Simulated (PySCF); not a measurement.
Geometry (Å), atoms numbered from 1 in this order:
```xyz
16

B     0.044    0.899    1.318
C     1.344    0.477    0.539
C     1.082   -0.620   -0.492
C    -0.227   -0.365   -1.226
C    -1.414   -0.407   -0.280
N    -1.194    0.445    0.876
H     0.064    1.614    2.283
H     2.130    0.182    1.241
H     1.739    1.375    0.043
H     1.019   -1.591    0.014
H     1.905   -0.700   -1.208
H    -0.187    0.620   -1.705
H    -0.382   -1.101   -2.020
H    -1.590   -1.443    0.041
H    -2.318   -0.082   -0.805
H    -2.031    0.691    1.378
```

Calculated, not measured (PySCF 2.14): PBE0-D3(BJ)/def2-TZVP geometry, GIAO B97-2/pcSseg-2 shieldings. Gas phase, equivalent nuclei averaged, relativity neglected, a single conformation.

**Question.** Predict the 2D correlation tables (HSQC, COSY, HMBC).

**Answer.** 

HSQC (one-bond C–H):
```csv
δH,δC
3.10 (H14/H15),46.9 (C5)
1.65 (H12/H13),31.6 (C4)
1.59 (H10/H11),25.1 (C3)
0.98 (H8/H9),18.4 (C2)
```

COSY cross peaks (H two or three bonds apart, from the bond graph; peaks can be absent where the dihedral angle is near 90°):
```csv
δH,δH
4.98 (H7),0.98 (H8/H9)
3.10 (H14/H15),1.65 (H12/H13)
1.65 (H12/H13),1.59 (H10/H11)
1.59 (H10/H11),0.98 (H8/H9)
```

HMBC (two and three bonds, from the bond graph):
```csv
δH,δC
4.98 (H7),"46.9 (C5), 25.1 (C3), 18.4 (C2)"
3.10 (H14/H15),"31.6 (C4), 25.1 (C3)"
1.65 (H12/H13),"46.9 (C5), 25.1 (C3), 18.4 (C2)"
1.59 (H10/H11),"46.9 (C5), 31.6 (C4), 18.4 (C2)"
0.98 (H8/H9),"31.6 (C4), 25.1 (C3)"
```

δ = σ(ref) − σ, references computed at the same level: TMS for ¹H, ¹³C.

Short H···H contacts in this conformer between protons four or more bonds apart (candidates for NOE cross peaks, intensity ∝ r⁻⁶): H10···H14 2.61 Å, H9···H12 2.71 Å.

Exchangeable OH/NH protons stand at their gas-phase positions; hydrogen bonding in a real sample shifts them, mostly to higher δ. Hydrogens on boron are broadened and split by ¹¹B (spin 3/2, 80 %) and 10B (spin 3). A carbon bonded to boron is broadened by the quadrupolar boron nucleus and is often missing from a measured spectrum. Shifts are as computed. Against solution values, carbons near 30 ppm lie about +3 ppm off and those near 130 ppm about +7 ppm. Of 1211 compounds with measured shifts, 218 miss one by over three times the rms of a fit or turn the order of signals round; such compounds aren't used in these exercises.
